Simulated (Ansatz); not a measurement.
Stepwise reaction of `O[SiH2][NH][GeH3]` with water, as a gas-phase model of exchange steps in deposition or etching. ΔE in kJ/mol.

Gas-phase electronic energies from Ansatz, PBE0-D4/def2-TZVP geometries. CCSD(T)/CBS adds triple-zeta CCSD(T) − MP2 to the extrapolated MP2 energy (def2 sets, frozen cores). This one scheme is used for every species. DFT in def2-TZVPP. B3LYP here is the variant with VWN-RPA as its local correlation; programs differ in this. For Ge outer-core shells are correlated without core-valence functions, which leaves a few kJ/mol of doubt a bond. Scalar relativity is left out up to krypton. Each species was taken in one conformer, which may not be the lowest.

```json
{"step": "2", "reaction": "`O[SiH](O)[NH][GeH3]` + H₂O → `[OH][GeH2][NH][SiH](O)O` + H₂", "PBE-D4": "-32.0", "B3LYP-D4": "-32.5", "ωB97M-V": "-32.8", "CCSD(T)/CBS": "-29.9"}
```

Q: Give the row of step 1, `O[SiH2][NH][GeH3]` + H₂O → `O[SiH](O)[NH][GeH3]` + H₂. (An estimate is asked.)

A: The calculation gave: 
```json
{"step": "1", "reaction": "`O[SiH2][NH][GeH3]` + H₂O → `O[SiH](O)[NH][GeH3]` + H₂", "PBE-D4": "-92.8", "B3LYP-D4": "-99.9", "ωB97M-V": "-101.1", "CCSD(T)/CBS": "-97.7"}
```

Q: By hand: ΔE of the 2 steps together at CCSD(T)/CBS.

A: (-97.7) + (-29.9) = -127.6 kJ/mol, or -63.8 kJ/mol a step.

In ΔE each step is higher than the one before. All are downhill at CCSD(T)/CBS. PBE-D4 differs from CCSD(T)/CBS by -2.1 to 4.9 kJ/mol a step. Only this route is followed, and other bonds may react first. Isolated molecules leave out the surface, adducts and barriers. Largest T1 diagnostic: 0.012.
